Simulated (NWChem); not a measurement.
Total energies of thiourea (CH4N2S)

```xyz
8

N     -1.0965    -0.3517    -1.0488
C      0.0000     0.0000    -0.3153
N      1.0965     0.3517    -1.0488
S      0.0000     0.0000     1.3534
H     -1.1896    -0.0545    -2.0146
H     -1.9524    -0.4855    -0.5252
H      1.1896     0.0545    -2.0146
H      1.9524     0.4855    -0.5252
```
Charge 0, spin multiplicity 1.

Program: NWChem. All single points use one geometry, from B3LYP/def2-SVP, a minimum by its harmonic frequencies. It is one conformer; others weren't searched.

Basis set: cc-pVDZ (80 functions).

```json
[
 {"method": "RHF", "total energy (Ha)": "-546.65340"},
 {"method": "MP2", "total energy (Ha)": "-547.24943"},
 {"method": "B2PLYP", "total energy (Ha)": "-547.93930"},
 {"method": "PBE", "total energy (Ha)": "-547.88433"},
 {"method": "B3LYP", "total energy (Ha)": "-548.24860"},
 {"method": "TPSS", "total energy (Ha)": "-548.27556"},
 {"method": "CCSD(T)", "total energy (Ha)": "-547.30301"}
]
```

Total energies of different functionals aren't comparable as a measure of quality: only differences taken within one method are. 

The correlated methods keep 8 core orbitals frozen. B3LYP has NWChem's definition, with VWN1-RPA local correlation. Coupled-cluster values serve here as a point of comparison, not as the truth.
